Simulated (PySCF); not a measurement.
Bonds: Al1-C2, Al1-C9, Al1-O16, C2-C3, C9-C10, O16-C17. C2 carries H4, H5; C3 carries H6, H7, H8; C9 carries H11, H12; C10 carries H13, H14, H15; C17 carries H18, H19, H20.

One conformer, no relativistic terms, gas phase, equivalent nuclei averaged. PBE0-D3(BJ)/def2-SVP structure; NMR shieldings at B3LYP/pcSseg-1 (pcSseg-2 on Al)/GIAO; PySCF 2.14.0 with density-fitted response routines.

δ = σ(ref) − σ, references computed at the same level: 13C and 1H against TMS; 27Al against [Al(H2O)6]3+; 17O against H2O.

```
               atoms  nucleus  count  δ (ppm)
                 Al1     27Al      1    220.7
         H18/H19/H20       1H      3     4.10
                 O16      17O      1     62.5
                 C17      13C      1        ?
              C3/C10      13C      2        ?
H6/H7/H8/H13/H14/H15       1H      6     1.11
               C2/C9      13C      2      3.6
       H4/H5/H11/H12       1H      4     0.05
```

Complete the table.

Answers


- C17: 55.5 ppm, carbon bonded to O, 3 H
- C3/C10: 11.2 ppm, carbon bonded to C, 3 H

Shifts are as computed, not scaled to solution data. Of 1309 compounds with measured shifts, 239 miss one by over three times the rms of a fit or turn the order of signals round; such compounds aren't used in these exercises. Experimental scales use liquid or dissolved standards, which lie at an offset from isolated H2O (liquid H2O: subtract about 36 ppm).
